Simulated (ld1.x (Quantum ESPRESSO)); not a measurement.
u(r) = r·R(r): atom against pseudo-atom (gold (Au))

Columns: radius, all-electron u(r) and pseudo u(r) of the 6s shell (level -9.74 eV) of gold in the configuration [Kr] 4d10 4f14 5s2 5p6 5d10 6s0.5 6p0; LDA (PZ), scalar-relativistic, TM semilocal scheme, ld1.x (Quantum ESPRESSO) 7.5.

```json
{"r (bohr)": "0.090", "all-electron": "0.0454", "pseudo": "-0.0288"}
{"r (bohr)": "0.180", "all-electron": "0.0742", "pseudo": "-0.0566"}
{"r (bohr)": "0.270", "all-electron": "-0.1662", "pseudo": "-0.0825"}
{"r (bohr)": "0.360", "all-electron": "-0.1851", "pseudo": "-0.1059"}
{"r (bohr)": "0.450", "all-electron": "-0.0317", "pseudo": "-0.1260"}
{"r (bohr)": "0.540", "all-electron": "0.1475", "pseudo": "-0.1429"}
{"r (bohr)": "0.630", "all-electron": "0.2724", "pseudo": "-0.1569"}
{"r (bohr)": "0.720", "all-electron": "0.3219", "pseudo": "-0.1690"}
{"r (bohr)": "0.810", "all-electron": "0.3049", "pseudo": "-0.1804"}
{"r (bohr)": "0.900", "all-electron": "0.2397", "pseudo": "-0.1930"}
{"r (bohr)": "0.990", "all-electron": "0.1452", "pseudo": "-0.2087"}
{"r (bohr)": "1.080", "all-electron": "0.0365", "pseudo": "-0.2294"}
{"r (bohr)": "1.170", "all-electron": "-0.0752", "pseudo": "-0.2572"}
{"r (bohr)": "1.260", "all-electron": "-0.1826", "pseudo": "-0.2936"}
{"r (bohr)": "1.350", "all-electron": "-0.2813", "pseudo": "-0.3394"}
{"r (bohr)": "1.440", "all-electron": "-0.3691", "pseudo": "-0.3933"}
{"r (bohr)": "1.530", "all-electron": "-0.4450", "pseudo": "-0.4521"}
{"r (bohr)": "1.620", "all-electron": "-0.5090", "pseudo": "-0.5100"}
{"r (bohr)": "1.710", "all-electron": "-0.5614", "pseudo": "-0.5615"}
{"r (bohr)": "1.800", "all-electron": "-0.6034", "pseudo": "-0.6034"}
{"r (bohr)": "1.890", "all-electron": "-0.6357", "pseudo": "-0.6357"}
{"r (bohr)": "1.980", "all-electron": "-0.6595", "pseudo": "-0.6595"}
{"r (bohr)": "2.070", "all-electron": "-0.6756", "pseudo": "-0.6756"}
{"r (bohr)": "2.160", "all-electron": "-0.6852", "pseudo": "-0.6852"}
{"r (bohr)": "2.250", "all-electron": "-0.6889", "pseudo": "-0.6889"}
{"r (bohr)": "2.340", "all-electron": "-0.6878", "pseudo": "-0.6878"}
```

(1) How many radial nodes do the two functions have?

(2) At about which radius was the pseudo-wave matched?

(3) Is the pseudo-wave norm-conserving?

Results:

(1) The all-electron 6s function has n − l − 1 = 5 (the table is too coarse to show those close to the nucleus); the pseudo-wave has 0, since the states of the same l below it are removed with the core.

(2) 1.80 bohr, where the columns begin to agree (steps of 0.09 bohr).

(3) Yes: the TM semilocal scheme keeps the norm inside the radius equal to the all-electron one, which fixes the energy derivative of the logarithmic derivative at the level.
